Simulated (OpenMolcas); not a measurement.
Computed levels of 5d in ions with 69 electrons, in cm-1 above 2D 3/2.

| Quantity | Value |
| --- | --- |
| Program | OpenMolcas 26.06 |
| Method | CASSCF |
| Basis | ANO-R2 |
| Scalar Hamiltonian | X2C, finite nucleus |
| Spin-orbit coupling | state interaction with AMFI integrals over the reference wave functions, term energies averaged over their components |

Active space for each ion: 1 electron in 10 orbitals (5d 6d).

```csv
Level,Ta4+,W5+,Os7+
2D 5/2,7225,9519,13687
```

Estimate 2D 5/2 for Re6+ from its neighbours W5+ and Os7+.

2D 5/2 is fine structure, which grows about as the fourth power of a screened charge, so the fourth roots are averaged: ((9519^0.25 + 13687^0.25) / 2)^4 = 11461. The calculation gives 11247, so the estimate is off by +1.9 %.

With one active electron outside closed inactive shells, the extra shells (6d) add no correlation to the reference. With one active electron the reference holds no correlation, so core polarisation is missing. Only configurations of the active space appear.
